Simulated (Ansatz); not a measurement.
Caution, from a PySCF single point (PBE0-D3(BJ)/def2-TZVPD) at this geometry: the highest occupied level lies above zero, so the state may not be bound. This triplet is an excited state, 1.00 eV above the relaxed singlet at the level frozen-core CCSD(T)/aug-cc-pVDZ // PBE0-D3(BJ)/def2-TZVPD (Ansatz, a quantum-chemistry and plane-wave program).

A geometry relaxed with PBE0-D3(BJ)/def2-TZVPD in Ansatz, charge -1, multiplicity 3:

```xyz
7

H     -1.2329     0.8494    -0.7123
C     -1.1956    -0.0571    -0.0990
N      3.1909     0.1185    -0.2647
H     -1.1625    -0.9225    -0.7694
Al     0.3888    -0.0340     1.1380
C      2.1419     0.0620     0.2377
H     -2.1285    -0.1125     0.4706
```

Question: Write the SMILES of this molecule.

Answer: `[CH3][Al-][C]#N`
